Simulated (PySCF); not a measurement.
A calculated (r2SCAN, PySCF 2.14, def2-TZVPPD, the non-relativistic Hamiltonian (point nucleus)) atom or ion has these occupied shells.

```
shell  electrons  orbital energy (eV)  rms radius, mean of both spins (bohr)
 1s α          1              -8780.2                                 0.0612
 1s β          1              -8780.1                                 0.0612
 2s α          1              -1057.4                                  0.259
 2s β          1              -1056.5                                  0.259
 2p α          3              -925.98                                  0.230
 2p β          3              -925.35                                  0.230
 3s α          1              -121.44                                  0.772
 3s β          1              -119.61                                  0.772
 3p α          3              -79.922                                  0.814
 3p β          3              -78.179                                  0.814
 3d α          5              -11.014                                   1.10
 3d β          4               -9.884                                   1.10
 4s α          1               -6.023                                   2.99
 4s β          1               -5.852                                   2.99
```

Name the element and its charge.

Cu (copper, neutral), in [Ar] 3d9 4s2, 2D determinant (an excited configuration).
